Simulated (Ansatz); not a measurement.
SeH, multiplicity 2 (the spin of the measured ground state), most abundant isotopes (1.0078 and 79.9165 u). Constants from fifth-degree fits in 1/R to seven points on the lowest solution found; no spin–orbit coupling, no relativity up to Kr; ω_e x_e and α_e move by some per cent with the fit.

Correlated levels freeze the inner cores; with def2 sets outer-core shells near the valence are correlated too. CBS: X⁻³ extrapolation of the correlation energy, Hartree–Fock from the larger set.

Programs: Ansatz (Gaussian basis) for Hartree–Fock, density functionals and correlated methods. 

| level | r_e (Å) | ω_e (cm⁻¹) | ω_e x_e (cm⁻¹) | α_e (cm⁻¹) |
|---|---|---|---|---|
| PBE/def2-TZVPP | 1.4839 | 2350.1 | 39.2 | 0.212 |
| CCSD(T)/CBS(def2-TZVPP, def2-QZVPP) | 1.4616 | 2445.9 | 39.3 | 0.214 |

**Question.** Predict ω_e, ω_e x_e, B_e and the fall in zero-point energy on putting deuterium (2.014102 u) for H, at CCSD(T)/CBS(def2-TZVPP, def2-QZVPP).

**Answer.** 
The curve stays; ρ = √(μ_H/μ_D) = √(0.99527/1.96459) = 0.71176. ω_e scales with ρ: 1741 cm⁻¹; ω_e x_e and B_e with ρ²: 19.9 and 4.017 cm⁻¹. The zero-point energy falls by 348 cm⁻¹, by which D₀ of the deuteride is larger.

Ansatz is a quantum-chemistry and plane-wave program.
